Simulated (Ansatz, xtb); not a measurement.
## Two isomers of BCl2F2HSi

We compare X, `FB(F)[SiH](Cl)Cl`, a singlet, with Y, `FB(Cl)[Si@H](F)Cl`, a singlet. Both are isolated molecules in the gas phase, relaxed with B3LYP-D3(BJ)/def2-SVP; the shapes shown needn't be the lowest conformers.

X (Å):

```xyz
7

B    -1.1426   -0.5663   -0.3487
Cl    1.1766   -0.3311   -2.7068
Cl    2.0288   -0.2978    0.5812
F    -2.2225    0.1437   -0.0810
F    -1.2525   -1.8781   -0.3017
Si    0.6243    0.3180   -0.8156
H     0.5931    1.7992   -0.8224
```

Y (Å):

```yaml
atoms:
  - { symbol: B, position_ang: [-1.2898, -2.1018, -0.6922] }
  - { symbol: Cl, position_ang: [-0.8924, -2.8607, 0.8445] }
  - { symbol: Cl, position_ang: [0.9818, -3.1591, -2.8030] }
  - { symbol: F, position_ang: [-2.5574, -2.0071, -1.0319] }
  - { symbol: F, position_ang: [-0.3520, -0.4725, -3.0344] }
  - { symbol: Si, position_ang: [0.2163, -1.4682, -1.8830] }
  - { symbol: H, position_ang: [1.3156, -0.7701, -1.1762] }
```

**Question.** Which of the two would you expect CCSD(T)/def2-SVP + ΔMP2/def2-TZVPP electronic energies to favour?

**Answer.** Structure X; the calculation gives E(Y) − E(X) = +20.8 kJ/mol.

How the difference moves with the method:

| level | geometry | E(Y) − E(X) (kJ/mol) | departure from the last row (kJ/mol) | job, with rough time for the two |
| --- | --- | --- | --- | --- |
| GFN2-xTB | GFN2-xTB | +3.7 | −17.1 | optimisation, 0.16 s |
| HF/STO-3G | GFN2-xTB | +147.9 | +127.0 | single point, 0.52 s |
| r2SCAN-D4/def2-SVP | GFN2-xTB | +34.6 | +13.8 | single point, 3.2 s |
| B3LYP-D3(BJ)/def2-SVP | B3LYP-D3(BJ)/def2-SVP | +32.4 | +11.5 | optimisation, 56 s |
| HF/def2-SVP | B3LYP-D3(BJ)/def2-SVP | +36.8 | +15.9 | part of the CCSD(T) run |
| MP2/def2-SVP | B3LYP-D3(BJ)/def2-SVP | +26.1 | +5.2 | part of the CCSD(T) run |
| CCSD(T)/def2-SVP | B3LYP-D3(BJ)/def2-SVP | +27.0 | +6.1 | single point |
| CCSD(T)/def2-SVP + ΔMP2/def2-TZVPP | B3LYP-D3(BJ)/def2-SVP | +20.8 |  | single point, 29 s |

As drawn, Y has 1 B–Cl, 1 F–Si in place of 1 B–F, 1 Cl–Si.

The levels shown agree on the order. The largest departure from CCSD(T)/def2-SVP + ΔMP2/def2-TZVPP is that of HF/STO-3G, 127.0 kJ/mol. A small imaginary or near-zero mode remains, so no thermal terms are given. The last row adds to CCSD(T) the change of the MP2 difference between the two basis sets, here −6.1 kJ/mol.

The correlated steps freeze 18 core orbitals. Run with Ansatz 0.2.0, xtb 6.7.1; the last row on 1 thread of Intel(R) Xeon(R) 6975P-C (Granite Rapids) on a shared host.
